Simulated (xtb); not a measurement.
H$_{2}$Cl$_{2}$Si, triplet, geometry from GFN2-xTB (a higher spin typed on purpose: for a closed-shell molecule this is an excited state); GFN1-xTB run with xtb 6.7.1.

Input for xtb:
```
$ xtb mol.xyz --gfn 1 --uhf 2 --grad --json

# file mol.xyz
5

Si    -0.00498940    -0.22294650    -0.21586766
Cl     2.17084122    -0.04892192     0.18430714
Cl    -2.17086610     0.18561930     0.04242559
H      0.01953520     0.85956253     0.82312830
H      0.05073932    -0.06216708    -1.65543747
```

Problem. What does xtb print? Leave out banner, timings and long lists.

Solution. 
```
   ID    Z sym.   atoms
    1   14 Si     1
    2   17 Cl     2, 3
    3    1 H      4, 5

           -------------------------------------------------
          |                Calculation Setup                |
           -------------------------------------------------

           -------------------------------------------------
          |                 G F N 1 - x T B                 |
           -------------------------------------------------

          ...................................................
          :                      SETUP                      :
          :.................................................:
          :  # basis functions                  34          :
          :  # atomic orbitals                  31          :
          :  # shells                           13          :
          :  # electrons                        20          :
          :  # halogen bonds                     0          :
          :  max. iterations                   250          :
          :  Hamiltonian                  GFN1-xTB          :
          :  restarted?                      false          :
          :  GBSA solvation                  false          :
          :  PC potential                    false          :
          :  electronic temp.          300.0000000     K    :
          :  accuracy                    1.0000000          :
          :  -> integral cutoff          0.2500000E+02      :
          :  -> integral neglect         0.1000000E-07      :
          :  -> SCF convergence          0.1000000E-05 Eh   :
          :  -> wf. convergence          0.2000000E-04 e    :
          :  Broyden damping             0.4000000          :
          :  net charge                          0          :
          :  unpaired electrons                  2          :
          ...................................................

 iter      E             dE          RMSdq      gap      omega  full diag
   1    -11.3984993 -0.113985E+02  0.506E+00    3.92       0.0  T
   2    -11.4100822 -0.115829E-01  0.273E+00    4.14       1.0  T
   3    -11.4105049 -0.422675E-03  0.711E-01    4.09       1.0  T
   4    -11.4105468 -0.419031E-04  0.110E-01    4.11       1.0  T
   5    -11.4105663 -0.194383E-04  0.872E-03    4.11       5.1  T
   6    -11.4105663 -0.444007E-07  0.464E-03    4.11       9.6  T
   7    -11.4105664 -0.536530E-07  0.621E-04    4.11      72.0  T
   8    -11.4105664 -0.117632E-08  0.185E-04    4.11     242.3  T
   9    -11.4105664 -0.191882E-10  0.770E-05    4.11     580.9  T

   *** convergence criteria satisfied after 9 iterations ***

 transition dipole moment (au) for excitation:          10          11
     X       Y       Z
  -0.0043  -0.1648  -0.1412  total (au/Debye):    0.217   0.552
 dE (eV)             :    3.162
 oscillator strength :  0.51628E-02

         :::::::::::::::::::::::::::::::::::::::::::::::::::::
         ::                     SUMMARY                     ::
         :::::::::::::::::::::::::::::::::::::::::::::::::::::
         :: total energy             -11.389054870734 Eh    ::
         :: gradient norm              0.027818639011 Eh/a0 ::
         :: HOMO-LUMO gap              4.113395327203 eV    ::
         ::.................................................::
         :: SCC energy               -11.410566363971 Eh    ::
         :: -> electrostatic           0.001189802418 Eh    ::
         :: repulsion energy           0.023158391355 Eh    ::
         :: dispersion energy         -0.001646898119 Eh    ::
         :: halogen bond corr.         0.000000000000 Eh    ::
         :: add. restraining           0.000000000000 Eh    ::
         :: total charge               0.000000000000 e     ::
         :::::::::::::::::::::::::::::::::::::::::::::::::::::

           -------------------------------------------------
          |                Property Printout                |
           -------------------------------------------------

    * Orbital Energies and Occupations

         #    Occupation            Energy/Eh            Energy/eV
      -------------------------------------------------------------
         1        2.0000           -0.9120936             -24.8193
         2        2.0000           -0.9065036             -24.6672
         3        2.0000           -0.6094391             -16.5837
         4        2.0000           -0.5058680             -13.7654
         5        2.0000           -0.5009519             -13.6316
         6        2.0000           -0.4844182             -13.1817
         7        2.0000           -0.4828620             -13.1393
         8        2.0000           -0.4804259             -13.0731
         9        2.0000           -0.4571178             -12.4388
        10        1.0000           -0.4270353             -11.6202
        11        1.0000           -0.3108164              -8.4577 (HOMO)
        12                         -0.1596519              -4.3443 (LUMO)
        13                         -0.1483822              -4.0377
        14                         -0.1256805              -3.4199
        15                         -0.0782733              -2.1299
        16                         -0.0627256              -1.7069
        17                         -0.0581449              -1.5822
        18                         -0.0565459              -1.5387
        19                         -0.0424081              -1.1540
        20                         -0.0424065              -1.1539
        21                         -0.0421728              -1.1476
        22                         -0.0379523              -1.0327
       ...                                ...                  ...
        31                          1.3358509              36.3504
      -------------------------------------------------------------
                  HL-Gap            0.1511645 Eh            4.1134 eV
             Fermi-level           -0.3386553 Eh           -9.2153 eV

  Mulliken/CM5 charges         n(s)   n(p)   n(d)
     1Si    0.18070 -0.03951   1.317  1.744  0.758
     2Cl   -0.09285 -0.06895   1.922  5.168  0.003
     3Cl   -0.09285 -0.06895   1.922  5.168  0.003
     4H     0.05613  0.13919   0.944  0.000  0.000
     5H    -0.05112  0.03821   1.051  0.000  0.000

Wiberg/Mayer (AO) data.
largest (>0.10) Wiberg bond orders for each atom

 ---------------------------------------------------------------------------
     #   Z sym  total        # sym  WBO       # sym  WBO       # sym  WBO
 ---------------------------------------------------------------------------
     1  14 Si   3.778 --     3 Cl   1.073     2 Cl   1.073     5 H    0.942
                             4 H    0.689
     2  17 Cl   1.387 --     1 Si   1.073     3 Cl   0.163     4 H    0.120
     3  17 Cl   1.387 --     1 Si   1.073     2 Cl   0.163     4 H    0.120
     4   1 H    0.940 --     1 Si   0.689     2 Cl   0.120     3 Cl   0.120
     5   1 H    1.012 --     1 Si   0.942
 ---------------------------------------------------------------------------

Topologies differ in total number of bonds
Writing topology from bond orders to xtbtopo.mol

 dipole moment from electron density (au)
     X       Y       Z
   0.0139   0.2845   0.0457  total (Debye):    0.733

           -------------------------------------------------
          | TOTAL ENERGY              -11.389054870734 Eh   |
          | GRADIENT NORM               0.027818639011 Eh/α |
          | HOMO-LUMO GAP               4.113395327203 eV   |
           -------------------------------------------------

normal termination of xtb
```
